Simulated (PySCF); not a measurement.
# Two-component Hartree-Fock for P⁺ (phosphorus, charge +1)

Start: [Ne] 3s2 3p2; 3p3/2 filled at m_j = +1/2, +3/2. Calculated with PySCF 2.14 in x2c-TZVPall-2c with one added diffuse shell each of s, p type (6s7p2d1f, 44 functions): generalised Hartree-Fock with the X2C-1e Hamiltonian and a Gaussian nucleus; one run each with spin-orbit coupling (SO) switched off, then screened by Boettger's factors. This is a chosen level, not necessarily the ground level.

| spinor shell | electrons | ε, spin-free (eV) | ε, screened SO (eV) | weight of nominal j (screened SO) | rms radius, screened SO (bohr) |
| --- | --- | --- | --- | --- | --- |
| 1s1/2 | 2 | -2193.2 | -2193.2 | 1.000 | 0.120 |
| 2s1/2 | 2 | -216.35 | -216.36 | 1.000 | 0.560 |
| 2p1/2 | 2 | -157.85 | -158.54 | 0.875 | 0.538 |
| 2p3/2 | 4 | -157.85 | -157.52 | 0.937 | 0.540 |
| 3s1/2 | 2 | -28.238 | -28.243 | 0.999 | 1.98 |
| 3p3/2 | 2 | -19.617 | -19.608 | 0.819 | 2.30 |

| quantity | spin-free | screened SO |
| --- | --- | --- |
| E (hartree) | -341.15872 | -341.15840 |
| M_J | 2 | 2 |
| ⟨J²⟩ | 6.013 | 6.012 |
| ⟨L²⟩ | 2.010 | 2.013 |
| ⟨S²⟩ | 2.003 | 2.002 |

Each row is a mean over spinors that exchange with the open shell spreads, by up to 5.524 eV (3s1/2).

Rows whose weight is well below 1 are mixtures of j = l ± 1/2: exchange outweighs spin-orbit coupling there, and the label is only the starting occupation.

Without spin-orbit coupling the j labels of p, d and f shells carry no meaning; the spin-free column gives the mean over the occupied spinors of each nl shell.
